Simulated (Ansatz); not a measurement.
Basis sets compared for Ge6N. The state is a doublet with charge 0. Geometry PBE-D4/def2-SVP. Ansatz on 6 threads of Intel Xeon on a shared host; times are rough, and most runs start from earlier orbitals.

```csv
atom,x (Å),y (Å),z (Å)
N1,-0.688,0.072,0.021
Ge2,0.009,1.249,1.774
Ge3,-0.235,0.060,-2.156
Ge4,-0.258,-1.279,1.733
Ge5,0.024,2.077,-0.630
Ge6,-0.406,-2.015,-0.696
Ge7,1.555,-0.163,-0.047
```

Another isomer (doublet) lies 0.35 eV lower at PBE0-D4/def2-TZVP; other spin states weren't run for this one.

Binding counts from free atoms (N quartet, Ge triplet) in the same basis, without a counterpoise term.

| level | functions | energy (Eh) | HOMO (eV) | LUMO (eV) | binding per atom (eV) | wall time |
| --- | --- | --- | --- | --- | --- | --- |
| PBE-D4/def2-SVP | 206 | -12513.3569 | -3.96 | -3.61 | 3.28 | 4.6 s |
| PBE0-D4/def2-SVP | 206 | -12513.6264 | -4.67 | -2.97 | 3.02 | 14 s |

(1) Estimate the rows for PBE-D4/def2-TZVP (with forces), PBE0-D4/def2-TZVP.

Answers

(1) 
| level | functions | energy (Eh) | HOMO (eV) | LUMO (eV) | binding per atom (eV) | wall time |
| --- | --- | --- | --- | --- | --- | --- |
| PBE-D4/def2-TZVP (with forces) | 319 | -12514.9918 | -4.00 | -3.64 | 3.30 | 15 s |
| PBE0-D4/def2-TZVP | 319 | -12515.2601 | -4.67 | -2.99 | 3.05 | 48 s |
